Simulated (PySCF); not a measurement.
Computed shifts of a molecule C3H6FNSi, KT2/pcSseg-1 in PySCF, GIAO, gas phase, atoms alike by connectivity averaged where their shifts nearly agree, in ppm (number of nuclei): ¹⁹F: -181.1 (1). ²⁹Si: -32.1 (1). ¹⁵N: 138.8 (1). ¹³C: 146.7 (1), 110.1 (1), 66.9 (1). ¹H: 7.18 (1), 5.89 (1), 5.45 (1), 5.35 (1), 5.21 (1), 5.14 (1). References: ¹⁹F against CFCl3 (σ = 127.1 ppm); ²⁹Si against TMS (σ = 361.9 ppm); ¹⁵N against NH3 (σ = 266.2 ppm); ¹³C against TMS (σ = 185.1 ppm); ¹H against TMS (σ = 31.47 ppm), references at their B3LYP-D3(BJ)/def2-TZVP geometries, non-relativistic. Coordinates come from a PBE-D3(BJ)/def2-SVP optimisation. The values are those of a single conformer.

### Question
Pick the molecule that these values belong to.
A. N#CC[C@@H](F)[SiH3]
B. CN1C=C(F)[SiH2]1
C. NC=C=C[SiH2]F
D. F[SiH2]N1C=CC1

### Answer
D, F[SiH2]N1C=CC1
